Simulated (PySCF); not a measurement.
Compound: C₂H₇NOSi.
SMILES with atom numbers: `[CH3:1][O:2]/[CH:3]=[N:4]\[SiH3:5]` (hydrogens: H6, H7, H8 on C1; H9 on C3; H10, H11, H12 on Si5)

Level of theory: PBE0-D3(BJ)/def2-SVP geometry optimisation, gas phase (PySCF).

Problem. What internal coordinates does the optimisation give?

Solution. 
```json
{"bond": "C1–O2", "length (pm)": "141.0"}
{"bond": "O2–C3", "length (pm)": "133.9"}
{"bond": "C3=N4", "length (pm)": "125.0"}
{"bond": "N4–Si5", "length (pm)": "171.1"}
{"bond": "C1–H6, C1–H7, C1–H8", "length (pm)": "110.0"}
{"bond": "C3–H9", "length (pm)": "110.4"}
{"bond": "Si5–H10", "length (pm)": "150.4"}
{"bond": "Si5–H11, Si5–H12", "length (pm)": "149.3"}
```

Bonds in one row agree within 1 pm and their mean is given. A selection of angles:
```json
{"angle": "O2–C1–H6", "degrees": "111.3"}
{"angle": "O2–C1–H8", "degrees": "106.6"}
{"angle": "H6–C1–H7", "degrees": "108.5"}
{"angle": "H6–C1–H8", "degrees": "109.6"}
{"angle": "C1–O2–C3", "degrees": "117.7"}
{"angle": "O2–C3–N4", "degrees": "129.1"}
{"angle": "O2–C3–H9", "degrees": "107.9"}
{"angle": "N4–C3–H9", "degrees": "123.0"}
{"angle": "C3–N4–Si5", "degrees": "153.8"}
{"angle": "N4–Si5–H10", "degrees": "116.5"}
{"angle": "N4–Si5–H11", "degrees": "108.1"}
{"angle": "H10–Si5–H11", "degrees": "107.3"}
{"angle": "H11–Si5–H12", "degrees": "109.2"}
```

Torsions: C1–O2–C3–N4 0° (synperiplanar); O2–C3–N4–Si5 -1° (synperiplanar).

The 5 heavy atoms lie in one plane (0.004 Å rms). Si5 (SiH3 silicon) is distorted tetrahedral (angles from 107.3° to 116.5°). N4 (C=N nitrogen) is bent (angle 153.8°). Of the pairs four or more bonds apart, C1···Si5 is among the closest relative to their van der Waals radii: 3.46 Å, 91 % of the sum of Bondi's values. The 2 C–O bonds span 1.339 Å (O2–C3, drawn single) to 1.410 Å (C1–O2, drawn single), a spread of 0.071 Å.

Whether it is a minimum is left open (no frequencies). The numbers are those of one conformer.
